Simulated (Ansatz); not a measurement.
Geometry optimisation, RHF/def2-SVP in Ansatz.

input.yaml

```yaml
crystal:
  periodic: [false, false, false]
  atoms:
    - { symbol: Zr, position_ang: [0.0, 0.0, 0.0] }
    - { symbol: F, position_ang: [0.0, 0.0, 2.33] }
    - { symbol: F, position_ang: [1.8671, 0.0, -0.6593] }
    - { symbol: F, position_ang: [-0.9326, 1.6157, -0.6593] }
    - { symbol: F, position_ang: [-0.9326, -1.6157, -0.6593] }
    - { symbol: S, position_ang: [-2.7046, 0.0, 0.8987] }
    - { symbol: H, position_ang: [-3.4602, -0.8728, 0.1067] }
    - { symbol: H, position_ang: [-1.3065, 0.0, 2.1468] }
basis:
  gaussian: { orbitals: def2-SVP }
hamiltonian:
  xc: hf
relax:
  f_tol: 0.15
  max_steps: 25
  restrain:
    - { distance: [0, 5], at: 2.55, k: 30.0 }
    - { distance: [7, 1], at: 0.92, k: 30.0 }
    - { distance: [0, 1], at: 3.18, k: 30.0 }
    - { distance: [7, 5], at: 2.6, k: 30.0 }
output:
  orbitals: {}
```

Run as:

```bash
$ ansatz run input.yaml --threads 2 --pin off --max-ram 3072MiB --backend cpu --events-out ev --progress --plain --runs-dir out
```

Problem. Where does it end, and by what steps?

Solution. The forces met the threshold. The restraints hold the end off the free minimum. After 15 steps the energy has fallen by 3.294 eV (the restraints' own energy left out); F5 moved furthest, 1.57 Å. Parted: Zr1–F2 (2.33 → 3.17 Å). Joined: F2–H8 (1.32 → 0.91 Å).

```
step  energy less start (eV)  largest force component (eV/Å)  accepted
   0                  0.0000                           2.946       yes
   1                 -0.4806                           4.622       yes
   2                 -0.9438                           2.186       yes
   3                 -1.7352                           1.730       yes
   4                 -2.2831                           1.663       yes
   5                 -2.6406                           1.454       yes
   6                 -2.8867                           1.119       yes
   7                 -3.0666                           0.559       yes
   8                 -3.1302                           0.568       yes
   9                 -3.0940                           2.094        no
  10                 -3.1511                           0.574       yes
  11                 -3.1622                           0.973       yes
  12                 -3.2101                           0.696       yes
  13                 -3.2448                           0.567       yes
  14                 -3.2766                           0.446       yes
  15                 -3.2942                           0.510       yes
```

```xyz
8
Properties=species:S:1:pos:R:3
Zr -0.529 -0.091 -0.483
F -0.212 0.870 2.521
F 1.078 -0.917 0.092
F -0.275 1.748 -0.855
F -1.019 -0.964 -2.088
S -2.498 -0.493 1.067
H -3.128 -1.423 0.340
H -0.887 0.398 2.909
```

The run took 33 s on 2 threads of Arm Neoverse V1, on a shared host, peak memory 0.25 GiB.
